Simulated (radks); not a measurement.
Numerical settings for the strontium ion Sr2+, [Kr]. All-electron calculation, scalar-relativistic Kohn-Sham, PBE, spin-polarised, spherical densities, point nucleus. Program: a radial shooting solver on a logarithmic mesh with Libxc functionals. The defaults (mesh step 0.008 in ln r, mesh end at 40 bohr or more with all orbitals vanishing there, Anderson mixing 0.5 over 9 steps, residual threshold near 1e-9 with the energy settled to 1e-9 hartree or 1e-11 of itself, here a cap of 50 iterations) give E = -3178.8721 hartree and 4p at -36.517 eV in 14 iterations. Run on one thread of a shared host, so times are rough (Intel(R) Xeon(R) 6975P-C): 0.14 s of CPU time, 0.14 s wall, 14 iterations on 2486 mesh points. Changes against that run (0 stands for a change within the tolerance of the run):

| setting | iterations | converged | E (mhartree) | e(4p) (meV) | CPU (s) |
|---|---|---|---|---|---|
| mesh step in ln r 0.03 | 14 | yes | -0.00012 | 0 | 0.05 |
| mesh step in ln r 0.12 | 2 | no | diverged | - | 0.02 |
| mesh step in ln r 0.08 | 5 | no | diverged | - | 0.02 |
| mesh end (bohr) 400 | 14 | yes | 0 | 0 | 0.15 |
| mesh end (bohr) 20 | 14 | yes | 0 | 0 | 0.15 |
| residual threshold 1e-13 | 21 | yes | 0 | 0 | 0.18 |
| residual threshold 0.01 | 10 | yes | 0 | +0.0107 | 0.13 |
| mixing 0.05 | 17 | yes | 0 | 0 | 0.18 |
| linear mixing, mixing 0.8 | 34 | yes | 0 | 0 | 0.34 |
| linear mixing, mixing 1 | 50 | no | +0.465 | +99 | 0.6 |
| mixing history 3 | 15 | yes | 0 | 0 | 0.15 |
| iteration cap 2 | 2 | no | +1.37e+03 | -2.11e+04 | 0.03 |

No run marked as converged misses the energy by more than 1 mhartree. A mesh that ends early acts as a hard wall.
